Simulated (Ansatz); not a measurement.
Name a neutral molecule of N, S, Sn and H with size of the dipole moment (B3LYP/def2-TZVPP) between 3.40 and 3.70 D and LUMO energy (PBE/def2-TZVPP) between -2.50 and -2.20 eV (Ansatz, PBE0-D4/def2-TZVP geometry).

`[NH2][SnH]1[S][S]1` (3.62 D, -2.36 eV). Other molecules can fit too; these were computed, each in one conformer that needn't be the lowest.

B3LYP here is the variant with VWN-RPA as its local correlation; programs differ in this.
